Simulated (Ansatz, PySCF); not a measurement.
Caution: the highest occupied level lies above zero, so the state may not be bound. This triplet is an excited state, 0.96 eV above the relaxed singlet at the level frozen-core CCSD(T)/aug-cc-pVDZ // PBE0-D3(BJ)/def2-TZVPD (Ansatz, a quantum-chemistry and plane-wave program).

Cartesian coordinates (Å):
```xyz
5

O     -1.9656    -0.4542     0.4041
C     -0.8282    -0.0911     0.0895
Al     0.9808    -0.7323     0.5745
Cl     2.5359     0.4969    -0.4500
H     -0.7230     0.7806    -0.6181
```
Charge -1, spin multiplicity 3.

Question: Estimate the highest occupied spin orbital and total energy that PBE0-D3(BJ)/def2-TZVPD run with PySCF returns for this input.

Answer: 
```yaml
highest_occupied_spin_orbital: 0.29 eV
total_energy: -816.2902 Ha
```
